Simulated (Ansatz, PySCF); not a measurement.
## From computed data to an observable: transport gap, exciton binding and injection barriers

C2H5FOSi2, SMILES O=C1C[SiH2][Si@@H]1F.

Geometry optimised at B3LYP-D3(BJ)/def2-SVP. The structure was generated by enumeration; whether it is a known compound was not checked.

Gas-phase, vertical values: ionisation energy 9.02 eV and electron affinity 0.35 eV from ΔSCF with CAM-B3LYP/def2-SVPD (Ansatz, a first-principles code); S1 3.04 eV and T1 2.44 eV from TDA-CAM-B3LYP/def2-SVPD (PySCF). Assume, for the exercise, a film of permittivity 3.5, a cavity radius of 7.0 Å and electrodes of work function 5.0 eV (anode) and 3.6 eV (cathode), with aligned vacuum levels.

Question: Work out the fundamental gap and exciton binding energy in the gas phase, the levels in the film by Born's model, the injection barriers and the thermal weight of S1 against T1 at 298 K.

Answer: 
Fundamental gap IE − EA = 8.67 eV; exciton binding = gap − S1 = 5.63 eV.
Born polarisation P = (14.3996 eV Å / 2r)(1 − 1/ε) = 0.73 eV. Film: IE = 8.29 eV, EA = 1.08 eV, transport gap 7.21 eV; with S1 unchanged the binding falls to 4.17 eV.
Hole barrier IE − Φ(anode) = 3.29 eV; electron barrier Φ(cathode) − EA = 2.52 eV (a negative value means no barrier, and the level would pin).
ΔE(ST) = S1 − T1 = 0.60 eV, and the triplet has three sublevels, so the ratio S1/T1 is (1/3) exp(−ΔE/kT) = 2.4e-11 with kT = 0.02569 eV: too wide a gap for thermal return to the singlet. All inputs carry the errors of their functional, and relaxed states would shift them.
